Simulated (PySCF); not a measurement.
Q: Write Cartesian coordinates for InChI=1S/C3H8B2/c1-3(5)2-4/h2H,4-5H2,1H3/b3-2- as optimised with PBE0-D3(BJ)/def2-SVP.

A: 
```
atom  x, y, z in Å
B1     1.7748   -0.2052   -0.7252
C2     0.7674    0.8797   -0.5419
C3    -0.2875    0.2458    0.0636
B4     0.0646   -1.2975    0.2213
C5    -1.5548    0.8689    0.5140
H6     1.3918   -1.3791   -0.3500
H7     2.9023   -0.2955   -1.1402
H8     0.8105    1.9485   -0.7757
H9    -0.4814   -2.0830   -0.5299
H10    0.3181   -1.7125    1.3363
H11   -1.7168    0.6584    1.5846
H12   -2.4028    0.3948   -0.0100
H13   -1.5903    1.9553    0.3468
```

Any rigid rotation of these coordinates is as good. Atoms count from 1 in this order. The 2 C–C bonds span 1.372 Å (C2=C3, drawn double) to 1.482 Å (C3–C5, drawn single), a spread of 0.110 Å. B4 (three-coordinate boron) has angles 117.9°, 117.8° and 116.1°, sum 351.7°, 0.22 Å off the plane of its three neighbours. Of the pairs four or more bonds apart, H6···H9 is among the closest relative to their van der Waals radii: 2.01 Å, 84 % of the sum of Bondi's values. B1 (three-coordinate boron) is planar (angles 136.8°, 115.2° and 108.0°, sum 360.0°, 0.00 Å off the plane of its three neighbours).

Bonds between heavy atoms (Å): B1–C2 1.492, C2=C3 1.372, C3–B4 1.591, C3–C5 1.482.

Method: PySCF, PBE0-D3(BJ)/def2-SVP geometry optimisation, gas phase.

Point group: near Cs, missed by 0.12 Å at most; the miss may be what the optimiser left on a soft mode. No frequency check. The numbers are those of one conformer (C2–C3–B4–H -105° and 107°).
